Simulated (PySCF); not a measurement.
B(GeH3)(Me)2 (C2H9BGe), SMILES [GeH3][B](C)C.

The structure is a stationary point at PBE0-D3(BJ)/def2-SVP.

Two levels are set side by side: TDA-PBE/def2-SVPD (PySCF) and TDA-ωB97X/def2-SVPD (PySCF). Vertical, same geometry. The lowest singlet is HOMO→LUMO 98 % with PBE and HOMO→LUMO 96 % with the other functional; states are paired by order. Differences are taken from unrounded values.

| quantity | TDA-PBE |
|---|---|
| lowest singlet excitation (eV) | 4.46 |
| lowest triplet excitation (TDA) (eV) | 3.71 |
| first bright state (f over 0.05) (eV) | 6.04 |
| its oscillator strength | 0.09 |

These are the TDA-PBE values. What does TDA-ωB97X give? (Estimate from the structure and the level; the computed values follow.)


```
quantity                               TDA-ωB97X  TDA-PBE minus TDA-ωB97X
-------------------------------------  ---------  -----------------------
lowest singlet excitation (eV)              4.95                    -0.48
lowest triplet excitation (TDA) (eV)        4.20                    -0.49
first bright state (f over 0.05) (eV)       7.32                    -1.28
its oscillator strength                     0.05                     0.04
```

A lower first singlet is the usual sign of a functional without exact exchange. Differences between two approximate levels are no errors against the true value.

Rough cost on one machine, each run with all the roots and properties that it gave: TDA-ωB97X against TDA-PBE about 4 times.
